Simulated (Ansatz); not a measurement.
Born–Oppenheimer molecular dynamics of ClFH$_{8}$N$_{2}$Si (13 atoms, charge 0, multiplicity 1). It starts from a rough guess of a transition structure, not a stationary point.

Computed with UKS r2SCAN-D4/STO-3G in Ansatz.

| Item | Value |
| --- | --- |
| ensemble | NVE (velocity Verlet) |
| time step | 0.5 fs |
| steps asked | 103 |
| starting velocities drawn for | 300 K |
| seed | 154444 |

First frame:

```xyz
13
Properties=species:S:1:pos:R:3
Si -1.726 -0.024 -0.144
N -0.062 0.044 1.167
H -1.991 -1.326 -0.723
H -2.642 0.019 1.023
Cl -2.153 1.782 -0.924
H 0.900 -0.126 -1.252
F -0.277 -0.137 -1.520
H 1.111 -0.015 0.516
N 1.992 -0.104 -0.488
H -0.135 -0.745 1.792
H -0.118 0.891 1.714
H 2.522 -0.959 -0.524
H 2.579 0.700 -0.637
```

How far do the bonds stretch over the last three quarters of this one trajectory? (Pairs bonded in most of those frames.)


```csv
bond,mean (Å),spread (Å),shortest,longest
Si1–N2,1.914,0.161,1.71,2.14
Si1–H3,1.472,0.017,1.45,1.51
Si1–H4,1.466,0.030,1.42,1.51
Si1–Cl5,2.312,0.039,2.19,2.35
Si1–F7,1.759,0.089,1.64,1.93
N2–H10,1.054,0.027,1.01,1.11
N2–H11,1.056,0.036,1.00,1.11
H6–N9,1.168,0.030,1.09,1.21
N9–H12,1.049,0.026,1.00,1.09
N9–H13,1.054,0.044,0.99,1.12
```

Mean temperature of the second half: 645 K. The conserved energy stayed within 0.46 meV per atom of its start (net change -0.15 meV per atom), so the integration is sound. The system heated up, since it started high on the potential surface and ran downhill. A run of 0.051 ps of so small a system gives no equilibrium averages. The orbitals stay closed-shell, which can raise the energy where a bond breaks towards radicals; this wasn't checked here. Limits of this set-up: minimal basis.

Run time: 15 min on 1 thread of Arm Neoverse V1, with other jobs on the host, peak memory 0.19 GiB.
